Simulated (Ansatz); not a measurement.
InPt5⁺, relaxed as a singlet with RKS B3LYP-D4/def2-SVP in Ansatz, starting from the GFN2-xTB geometry. Force threshold 0.02 eV/Å.

In the def2 sets In, Pt take a core potential; there is no spin–orbit coupling. The restricted singlet is unstable towards broken spin symmetry in Hartree–Fock (as tested in another run); at B3LYP-D4/def2-SVP this wasn't settled. Another isomer (singlet) lies 0.09 eV lower at PBE0-D4/def2-TZVP; other spin states weren't run for this one.

Start:

```xyz
6

In    1.4759   -0.6054   -1.6445
Pt   -1.4533   -0.9375   -0.3243
Pt    0.0886   -1.7722    1.3819
Pt    0.1912    1.7332    0.1662
Pt   -1.6636    1.2687   -1.3552
Pt    1.3613    0.3133    1.7759
```

Task: Estimate the energy that the relaxation releases and the steps that it takes.

Result: 104.9 kJ/mol, in 20 steps; 2.5 min on 4 threads of AMD EPYC 7B13 on a shared host. No frequencies were taken in this run, so the end may be a saddle point.

Task: Does the start keep its bonding and symmetry?

Result: Bonds lost: Pt2–Pt4 (atoms count from 1). Bonds formed: Pt5–Pt6 (atoms count from 1). Metal–metal contacts that move far: In1–Pt3 3.53 to 3.00 Å. Point group Cs at the start, Cs at the end, both within 0.05 Å.

Task: Predict the relaxed structure.

Result: 
```xyz
6

In    1.4018   -0.7274   -1.5508
Pt   -1.4362   -1.2161   -0.7157
Pt    0.2719   -1.6975    1.0481
Pt    0.9821    1.7758   -0.4681
Pt   -1.5361    1.1935   -0.1134
Pt    0.3165    0.6718    1.7998
```
Bond lengths (bridged metal pairs left out): 6 × Pt–Pt 2.49 to 2.71 Å; 3 × In–Pt 2.76 to 3.00 Å.
